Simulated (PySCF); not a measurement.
Si3H7N2Cl

The system: Si3H7N2Cl, a small molecule; neutral, singlet. The structure, one conformer, was relaxed in the gas phase by PBE0-D3(BJ)/def2-SVP. No frequency run checks that it is a minimum.

SMILES: Cl[SiH2][SiH]1N[SiH2]N1

Coordinates in Å:
```
N1      0.243   -1.258   -0.706
Si2     1.817   -0.518   -0.860
N3      0.985    1.016   -0.728
Si4    -0.585    0.271   -0.543
Si5    -1.551    0.514    1.580
Cl6    -3.172   -0.806    1.632
H7     -0.082   -2.213   -0.724
H8      2.532   -0.763   -2.152
H9      2.788   -0.813    0.240
H10     1.304    1.972   -0.683
H11    -1.610    0.585   -1.591
H12    -0.593    0.111    2.654
H13    -2.069    1.880    1.898
```

Shieldings: GIAO PBE0/pcSseg-1. Shifts are against computed references at the same level: H TMS (σ 31.27 ppm), Si TMS (σ 352.0 ppm). Core levels by delta-SCF with SCAN, pcX-2 on the ionised atom and pcseg-1 elsewhere, spin-free X2C (2p3/2 is the spin-free 2p value less a third of a first-order spin-orbit splitting); from the vacuum level, for chosen atoms.

Q: Give the shieldings and core levels atom by atom.

A: 
```tsv
atoms	bonded to	σ (ppm)	δ (ppm)	core level (eV)
N1	2 Si + 1 H	256.1	-	1s 404.01
Si2	2 N + 2 H	364.1	-12.1	2p3/2 107.37
N3	2 Si + 1 H	254.7	-	1s 404.06
Si4	2 N + 1 Si + 1 H	354.8	-2.8	2p3/2 107.12
Si5	1 Cl + 1 Si + 2 H	378.2	-26.2	2p3/2 107.21
Cl6	1 Si	1068.4	-	-
H7	1 N	31.22	0.04	-
H8	1 Si	25.39	5.87	-
H9	1 Si	25.41	5.85	-
H10	1 N	31.53	-0.27	-
H11	1 Si	25.06	6.21	-
H12	1 Si	26.26	5.01	-
H13	1 Si	26.22	5.04	-
```

Values are those of this one static structure; atoms that internal rotation interchanges would show their mean in an NMR spectrum.

Q: Which of Si2, Si4, Si5 holds its core electrons tightest, and by how much against the loosest?

A: Si2 (bonded to 2 N + 2 H), by 0.25 eV over Si4 (bonded to 2 N + 1 Si + 1 H).

Q: By CAM-B3LYP/def2-SVPD (TDDFT singlets, Tamm-Dancoff triplets, ionisation by delta-SCF), where does absorption start, and what does vertical ionisation take?

A: The lowest singlet lies at 5.07 eV (f 0.006), the strongest of the first 6 at 5.60 eV (f 0.027), the lowest triplet at 4.60 eV; vertical ionisation takes 9.04 eV.
